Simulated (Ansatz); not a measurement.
Reactions of H6OSi2Zn (`O[SiH2][Zn][SiH3]`).

Computed with Ansatz on PBE0-D4/def2-TZVP structures; ΔE is electronic, products minus reactants. CBS: MP2 limit from def2 TZ/QZ plus the TZ coupled-cluster correction, frozen cores. This one scheme is used for every species, atoms too. DFT in def2-TZVPP. No spin–orbit coupling; open shells (•) take unrestricted orbitals. Spin–orbit coupling would lower the free atoms: a little for O, Si. For Zn outer-core shells are correlated without core-valence functions, so the limit isn't a true one: a few kJ/mol of doubt a bond, and 10 to 20 or more in all where bonds break to atoms. Scalar relativity is left out up to krypton. One conformer a species, not always the lowest.

| reaction | CCSD/CBS(def2) (kJ/mol) | B2PLYP (kJ/mol) | CCSD(T)/CBS(def2) (kJ/mol) |
| --- | --- | --- | --- |
| `O[SiH2][Zn][SiH3]` → 6 H• + O• + 2 Si• + Zn (atom) | 2788 | 2761 | 2818 |
| `O[SiH2][Zn][SiH3]` + H₂O → `[OH][Zn][SiH3]` + `O[SiH3]` | -51 | -56 | -50 |
| `O[SiH2][Zn][SiH3]` → `[OH][Zn][SiH3]` + `[SiH2]` | 265 | 265 | 267 |
| `O[SiH2][Zn][SiH3]` + BH₃ → `[BH2][Zn][SiH3]` + `O[SiH3]` | 26 | 28 | 27 |
| `O[SiH2][Zn][SiH3]` + HCl → `[SiH3][Zn][Cl]` + `O[SiH3]` | -154 | -151 | -151 |
| `O[SiH2][Zn][SiH3]` + CH₃NH₂ → `N[CH2][Zn][SiH3]` + `O[SiH3]` | 50 | 46 | 48 |

Largest T1 diagnostic: 0.017, for Zn (atom).
